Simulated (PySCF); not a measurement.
[Dy(H2O)4]3+ at several levels of theory

Computed with PySCF 2.14.0 (density fitting, no spin-orbit coupling) at the geometry relaxed with PBE0:

```xyz
13
[Dy(H2O)4]3+ (singlet in the valence; each metal's 4f electrons, 9 of them, lie in its core potential, out of spins and levels)
Dy    0.0000    0.0000    0.0000
O     1.3541    1.3267    1.2615
H     2.1582    1.0699    1.7680
H     1.2840    2.2957    1.4223
O    -1.3541   -1.2615    1.3267
H    -1.2840   -1.4223    2.2957
H    -2.1582   -1.7680    1.0699
O     1.3541   -1.3267   -1.2615
H     1.2840   -2.2957   -1.4223
H     2.1582   -1.0699   -1.7680
O    -1.3541    1.2615   -1.3267
H    -2.1582    1.7680   -1.0699
H    -1.2840    1.4223   -2.2957
```

| level | basis | state | HOMO (eV) | gap (eV) | charge on Dy1 (e) | population of f-type functions on Dy1 (polarisation alone where 4f lies in the core) | dipole about the centre of mass (D) | largest force component (eV/Å) |
| --- | --- | --- | --- | --- | --- | --- | --- | --- |
| PBE0 | Dy lcecp-1-SVP with ECP55, O def2-SVP, H def2-SVP | singlet | -24.40 | 9.22 | 1.74 | 0.05 | 0.00 | 0.01 |
| revPBE | the same | singlet | -22.46 | 6.43 | 1.60 | 0.05 | 0.00 | 0.44 |
| wB97X | the same | singlet | -26.99 | 14.07 | 1.75 | 0.05 | 0.00 | 0.05 |

In the lcecp rows the 4f levels are missing from HOMO and gap, and the state counts the valence alone.

Charges are Mulliken's, which hang on the basis. The relaxation used the grid (50, 194), these runs (75, 302) or, all-electron (x2c bases, spin-free X2C Hamiltonian), (99, 590).

Q: What does PBE0 with Dy lcecp-1-TZVP with ECP55, O def2-TZVP, H def2-TZVP give here?

A: state singlet, HOMO (eV) -24.40, gap (eV) 9.30, charge on Dy1 (e) 2.09, population of f-type functions on Dy1 (polarisation alone where 4f lies in the core) 0.06, dipole about the centre of mass (D) 0.00, largest force component (eV/Å) 0.26. Time: 30 s on 2 threads of Intel(R) Xeon(R) 6975P-C (Granite Rapids), on a shared host, from free ions and atoms.

In the first row's basis the gap widens with exact exchange: 6.4 eV for revPBE (none); 9.2 eV for PBE0 (a fixed share); 14.1 eV for wB97X (rising or full at long range).

An lcecp potential fixes the number of 4f electrons, so in runs with it no electron can move into or out of that shell.
